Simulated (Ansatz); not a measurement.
C2H8BN can be A, `BCCN`, or B, `BNCC`.

Isolated molecules relaxed with PBE0-D4/def2-TZVP in Ansatz; ΔE leaves out vibrations. CCSD(T)/CBS adds triple-zeta CCSD(T) − MP2 to the extrapolated MP2 energy (def2 sets, frozen cores). DFT in def2-TZVPP. One conformer a species, not always the lowest.

Question: Which is lower in electronic energy at CCSD(T)/CBS, and by how much? (An estimate is asked.)

Answer: The calculation gave: B, by 159.7 kJ/mol.

Question: Give E(B) − E(A) in kJ/mol with HF/def2-TZVPP, BLYP-D4, ωB97M-V, MP2/def2-TZVPP, CCSD(T)/def2-SVP, LDA (SPW92), CCSD/def2-TZVPP. (Estimate.)

Answer: Ansatz gave: HF/def2-TZVPP -154.3, BLYP-D4 -165.9, ωB97M-V -159.6, MP2/def2-TZVPP -163.3, CCSD(T)/def2-SVP -177.8, LDA (SPW92) -170.6, CCSD/def2-TZVPP -159.5. None reverses the order clearly.

Question: Does the order hold for the free energy at 298.15 K (harmonic terms from PBE0-D4)? (An estimate is asked.)

Answer: Ansatz gave: Yes: G(B) − G(A) = -150.6 kJ/mol, for one conformer each.

Largest T1 diagnostic: 0.012.

Leaving LDA and LC-ωPBE aside and taking each functional with its dispersion term where it has one, the values, not all of them listed here, spread over 8.6 kJ/mol, from BLYP-D4 to ωB97X-V. LDA lies −8.6 kJ/mol from PBE without D4. From BLYP to BHLYP (50 % exact exchange), in def2-TZVPP and without D4, E(B) − E(A) moves by +3.6 kJ/mol.
